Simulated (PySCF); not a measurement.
## Hafnium: a sound run and one with changed settings

Sound run: Hf [Xe] 4f14 5d2 6s2, Hf⁺ [Xe] 4f14 5d1 6s2. All numbers are calculated (PySCF 2.14, scalar relativity through the core potential, in def2-TZVP with the def2 core potential (60 electrons)). In the sound run the correlated levels freeze 5s2 5p6 outside the core potential. The sound run starts from symmetry-adapted Hartree-Fock orbitals and uses a fine grid where one is needed.

Changed run: a valence shell is frozen. This setting is unsound on purpose.

```tsv
species	method	sound run (hartree)	changed run (hartree)	converged
Hf	MP2	-47.40972	-47.40972	yes
```

Here the setting changes nothing at the digits shown.
